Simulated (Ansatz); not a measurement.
Relaxation of C$_{2}$H$_{4}$BO (8 atoms, charge -1, multiplicity 1), to a largest force component of 0.015 eV/Å in at most 40 steps.

Theory: RKS PBE/def2-SVP (Ansatz).

```xyz
8
Properties=species:S:1:pos:R:3:forces:R:3
C -0.888 1.254 -0.251 -0.36 0.48 -0.17
B -0.093 0.071 -0.238 0.29 -0.38 0.15
C 0.761 -1.016 0.425 0.32 -0.36 0.30
O 0.487 -0.991 -0.989 -0.24 0.08 -0.94
H -1.342 1.686 -1.141 -0.26 0.22 -0.63
H -1.114 1.832 0.644 -0.06 0.25 0.57
H 0.355 -1.916 0.910 -0.22 -0.41 0.43
H 1.835 -0.919 0.641 0.53 0.11 0.29
```

**Question.** Where does it end, and by what steps?

**Answer.** The run converged. Limits of this set-up: an anion without diffuse functions, the dipole of an ion depends on the origin. After 5 steps the energy has fallen by 0.075 eV; H6 moved furthest, 0.06 Å.

| step | energy less start (eV) | largest force component (eV/Å) | accepted |
| --- | --- | --- | --- |
| 0 | 0.0000 | 0.942 | yes |
| 1 | -0.0651 | 0.353 | yes |
| 2 | -0.0738 | 0.096 | yes |
| 3 | -0.0746 | 0.029 | yes |
| 4 | -0.0749 | 0.077 | yes |
| 5 | -0.0749 | 0.014 | yes |

```xyz
8
Properties=species:S:1:pos:R:3
C -0.907 1.280 -0.250
B -0.090 0.079 -0.202
C 0.784 -1.052 0.421
O 0.466 -0.964 -1.007
H -1.347 1.680 -1.185
H -1.145 1.878 0.651
H 0.365 -1.957 0.924
H 1.872 -0.944 0.649
```

Whether the end is a true minimum wasn't checked by a vibrational analysis.

Time of the run: 54 s on 1 thread of Intel(R) Xeon(R) Processor @ 2.50GHz (Skylake/Cascade Lake), on a shared host, peak memory 0.14 GiB.
